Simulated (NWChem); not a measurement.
Molecule: CH3NO3Si; SMILES O([SiH](O)O)C#N

```xyz
9

N      0.0335    -2.9443     0.1473
C     -0.2019    -1.8195    -0.1093
O     -0.4904    -0.6013    -0.4254
Si     0.0591     0.8119     0.4264
O     -0.9675     1.9901    -0.1141
O      1.6118     1.1972     0.0388
H      0.0316     0.4734     1.8696
H     -1.8994     1.7433    -0.2476
H      1.7650     1.5736    -0.8464
```
Atoms are numbered in this order, from 1.

Level: PBE-D3(BJ)/def2-SVP (NWChem), optimised geometry, unscaled harmonic frequencies. 

### Question
List the harmonic frequencies with IR intensities, and the thermochemistry.

### Answer
```json
[
 {"frequency (cm⁻¹)": "39", "IR intensity (km/mol)": "1.7"},
 {"frequency (cm⁻¹)": "103", "IR intensity (km/mol)": "2.2"},
 {"frequency (cm⁻¹)": "182", "IR intensity (km/mol)": "77.4"},
 {"frequency (cm⁻¹)": "223", "IR intensity (km/mol)": "31.7"},
 {"frequency (cm⁻¹)": "280", "IR intensity (km/mol)": "29.2"},
 {"frequency (cm⁻¹)": "331", "IR intensity (km/mol)": "108.7"},
 {"frequency (cm⁻¹)": "357", "IR intensity (km/mol)": "63.5"},
 {"frequency (cm⁻¹)": "486", "IR intensity (km/mol)": "6.7"},
 {"frequency (cm⁻¹)": "495", "IR intensity (km/mol)": "12.8"},
 {"frequency (cm⁻¹)": "657", "IR intensity (km/mol)": "78.6"},
 {"frequency (cm⁻¹)": "748", "IR intensity (km/mol)": "140.9"},
 {"frequency (cm⁻¹)": "760", "IR intensity (km/mol)": "91.2"},
 {"frequency (cm⁻¹)": "796", "IR intensity (km/mol)": "108.5"},
 {"frequency (cm⁻¹)": "852", "IR intensity (km/mol)": "219.7"},
 {"frequency (cm⁻¹)": "901", "IR intensity (km/mol)": "137.3"},
 {"frequency (cm⁻¹)": "989", "IR intensity (km/mol)": "173.9"},
 {"frequency (cm⁻¹)": "1171", "IR intensity (km/mol)": "212.0"},
 {"frequency (cm⁻¹)": "2280", "IR intensity (km/mol)": "66.8"},
 {"frequency (cm⁻¹)": "2319", "IR intensity (km/mol)": "243.7"},
 {"frequency (cm⁻¹)": "3761", "IR intensity (km/mol)": "114.7"},
 {"frequency (cm⁻¹)": "3770", "IR intensity (km/mol)": "109.6"}
]
```

| Property | Value |
|---|---|
| zero-point energy | 30.7 kcal/mol |
| thermal correction to the enthalpy at 298.15 K (with zero-point energy) | 36.2 kcal/mol |
| heat capacity Cv | 25.7 cal/(mol K) |
| entropy at 298.15 K and 1 atm (symmetry number 1) | 87.0 cal/(mol K) |
| dipole moment | 4.76 D |

Rigid rotor and harmonic oscillator; modes under 100 cm⁻¹ make the entropy uncertain.
